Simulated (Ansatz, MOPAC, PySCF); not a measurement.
C2H5O2Sb, SMILES `C=[CH][Sb]([OH])[OH]`, neutral singlet in the gas phase. In the def2 sets core potentials replace the inner electrons of Sb.

Cartesian coordinates (Å):
```xyz
10

C     -2.0013    -0.0823    -0.4221
C     -0.7069     0.2480    -0.4554
Sb     0.5916     0.1101     1.2597
O      1.8649     1.3415     0.3132
O      1.4607    -1.6303     0.7871
H     -2.4904    -0.4470     0.4901
H     -2.6446    -0.0083    -1.3074
H     -0.2405     0.6252    -1.3753
H      2.6142     1.5648     0.8838
H      1.5523    -1.7218    -0.1739
```
Charge 0, multiplicity 1.

All levels are single points at this geometry (B3LYP-D3(BJ)/def2-SVP); Pople sets use spherical d functions. Orbital energies aren't observables, and empty levels follow the basis.

PM7 in MOPAC gives gap (eV) = 9.94.

**Question.** Estimate the gap (eV) from each of these levels: PBE-D3(BJ)/def2-TZVP in Ansatz (a quantum-chemistry and plane-wave program); PBE0-D3(BJ)/def2-TZVP in Ansatz; B3LYP/6-31G* (LANL2DZ on Sb) in PySCF; HF/6-31G* (LANL2DZ on Sb) in PySCF; PM3 in MOPAC.

**Answer.** 
| level | gap (eV) |
|---|---|
| PBE-D3(BJ)/def2-TZVP in Ansatz | 4.34 |
| PBE0-D3(BJ)/def2-TZVP in Ansatz | 6.35 |
| B3LYP/6-31G* (LANL2DZ on Sb) in PySCF | 6.07 |
| HF/6-31G* (LANL2DZ on Sb) in PySCF | 12.28 |
| PM3 in MOPAC | 10.17 |
